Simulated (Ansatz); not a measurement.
A run for Ansatz (a first-principles code): R-BHLYP/def2-TZVPP on C2H4 (SMILES C=C).

Ansatz 0.2 input:
```yaml
crystal:
  periodic: [false, false, false]
  atoms:
    - {symbol: C, position_ang: [-0.00000000, 0.00000000, 0.66230475]}
    - {symbol: C, position_ang: [-0.00000000, -0.00000000, -0.66230475]}
    - {symbol: H, position_ang: [0.65155835, 0.65156269, 1.23203094]}
    - {symbol: H, position_ang: [-0.65155835, -0.65156269, 1.23203094]}
    - {symbol: H, position_ang: [0.65156269, 0.65155835, -1.23203094]}
    - {symbol: H, position_ang: [-0.65156269, -0.65155835, -1.23203094]}
basis:
  gaussian:
    orbitals: def2-TZVPP
hamiltonian:
  xc: {name: BHLYP}
scf: {lower_state_search: off}
```

Output:

```
WARN ansatz: RAYON_NUM_THREADS=4 ignored (pool sized by the plan → 4); use --threads N
Functional definition: BHLYP
these checks for a lower state are left out or cut short: stability, starts, cluster_reference, orbital_swaps, neighbouring_geometries, increment
integrals: 0.02 GiB planned
678 factors; their error is unknown
mean field: 0.31 GiB planned
mean field evaluation 1: about -2134.5268 eV, gradient 3.8e1 eV
mean field evaluation 2: about -2135.7314 eV, gradient 3.0e1 eV
mean field evaluation 4: about -2137.8803 eV, gradient 1.2e-1 eV
mean field evaluation 8: about -2137.8925 eV, gradient 4.3e-2 eV
mean field evaluation 16: about -2137.8925 eV, gradient 1.9e-6 eV
mean field -2137.89247102 eV, -78.5660991946 hartree, gradient 1.9e-6 eV, S^2 0.000000; 0 other end points of the search recorded, 0 dependent functions left out
reference -2137.89260128 eV, -78.5661039814 hartree; 8, 8 occupied and 110, 110 virtual orbitals, 678 factors
Total energy: -2137.89260128 eV, -78.5661039814 hartree
Checks for a lower state left out: stability, starts, cluster_reference, orbital_swaps, neighbouring_geometries, increment
```

Self-consistency was reached.

Cost: about 0.8 core-seconds (a rough figure).
